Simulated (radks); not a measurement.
Sr2+, configuration [Kr] (the NIST ground configuration). Calculated with a radial shooting solver on a logarithmic mesh with Libxc functionals: Dirac Kohn-Sham, PBE, spin-unpolarised, spherical densities, finite nucleus; Fermi nuclear charge, rms radius 4.224 fm.

Unscreened Slater integrals over Kohn-Sham orbitals (cm^-1). Large and small components are both included.

\begin{tabular}{lr}
integral & value \\ \hline
F0(4p3/2,4p3/2) & 126930 \\
F2(4p3/2,4p3/2) & 66726 \\
F0(4p3/2,4p1/2) & 128210 \\
G2(4p3/2,4p1/2) & 67313 \\
F0(4p3/2,4s1/2) & 135400 \\
G1(4p3/2,4s1/2) & 90706 \\
F0(4p3/2,3d5/2) & 165090 \\
F2(4p3/2,3d5/2) & 35563 \\
G1(4p3/2,3d5/2) & 11505 \\
G3(4p3/2,3d5/2) & 10874 \\
F0(4p1/2,4p1/2) & 129540 \\
F0(4p1/2,4s1/2) & 137010 \\
G1(4p1/2,4s1/2) & 92646 \\
F0(4p1/2,3d5/2) & 168170 \\
G3(4p1/2,3d5/2) & 11382 \\
F0(4s1/2,4s1/2) & 146090 \\
F0(4s1/2,3d5/2) & 186320 \\
G2(4s1/2,3d5/2) & 15440 \\
F0(3d5/2,3d5/2) & 401470 \\
F2(3d5/2,3d5/2) & 194970 \\
F4(3d5/2,3d5/2) & 123250 \\
\end{tabular}
